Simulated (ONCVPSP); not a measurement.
# Mo: one change to an ONCV potential, before and after

```json
{"Element": "molybdenum (Mo)", "Generator": "ONCVPSP 4.0.1", "Type": "optimised norm-conserving Vanderbilt (ONCV)", "Functional": "Wu-Cohen", "Relativity": "scalar-relativistic", "Frozen core": "[Ar] 3d10 4s2", "Valence charge": "12", "Reference configuration": "4p6 4d5 5s1", "Partial waves": "5s: rc 2.35 bohr, ncon 4, nbas 7, qcut 2.7 1/bohr, 2 projectors, debl 3 Ha; 4p: rc 1.35 bohr, ncon 3, nbas 6, qcut 5.6 1/bohr, 2 projectors, debl 2.5 Ha; 4d: rc 2.25 bohr, ncon 4, nbas 8, qcut 5.5 1/bohr, 2 projectors, debl 0.7 Ha", "Local potential": "polynomial inside 1.00 bohr (lpopt 5, dvloc0 0 Ha)", "Core correction": "Teter function, parameters optimised by the program"}
```

All-electron outer shells of the reference configuration (Wu-Cohen, scalar-relativistic, ld1.x):

```tsv
shell	level (eV)	outermost node (bohr)	outermost maximum (bohr)
4s	-64.33	0.51	0.99
4p	-38.46	0.52	1.06
5s	-4.12	1.34	2.93
4d	-3.76	0.53	1.38
```

Change: all radii but the core radius scaled by about 1.09 (s 2.56, p 1.46, d 2.44 bohr); local potential polynomial inside 1.08 bohr (lpopt 5, dvloc0 0 Ha).

Cutoffs: the cutoffs (Ha) at which the residual kinetic energy of the hardest occupied pseudo-wave falls to 1 and 0.1 mHa per electron; they do not see the model core or the augmentation charge, which bear on the density cutoff. Errors are all-electron minus pseudo energies relative to the spin-unpolarised reference configuration.

Question: How do hardness, ghosts and transferability respond?

Answer: The potential gets softer (30 Ha and 68 Ha → 12 Ha and 51 Ha); both files keep a bound ghost (s); of the 4 tests that both files solve, the error grows in 3 and shrinks in 0 by more than 15 % and 0.3 meV (median size 10.3 → 12.9 meV). A larger radius leaves more room for a smooth pseudo-wave, so fewer plane waves are needed. More of the atom is replaced by a form fitted at one configuration, so other configurations suffer.

| quantity | base | changed |
| --- | --- | --- |
| cutoff, loose | 30 Ha | 12 Ha |
| cutoff, tight | 68 Ha | 51 Ha |
| loose cutoff by channel | s 3.0 Ha, p 30 Ha, d 13 Ha | s 2.6 Ha, p 12 Ha, d 12 Ha |
| bound ghosts | s | s |
| GHOST(+) flags under 300 eV | s at 85.8 eV | s at 93.5 eV |
| error for 4p6 4d5 5s0, meV [ΔE 6.89 eV] | -11 | -11 |
| error for 4p6 4d4 5s0, meV [ΔE 22.34 eV] | +10 | +15 |
| error for 4p6 4d3 5s0, meV [ΔE 49.07 eV] | +68 | +108 |
| error for 4p6 4d4 5s1 5p1, meV [ΔE 3.78 eV] | +3.5 | +8.3 |
| rms error of d²Exc/dni dnj with the model core, mHa | 0.35 | 0.47 |

 A true bound ghost makes a file unfit for plane-wave use even where its test errors are small: the radial tests pick states by their node count and pass the ghost by.
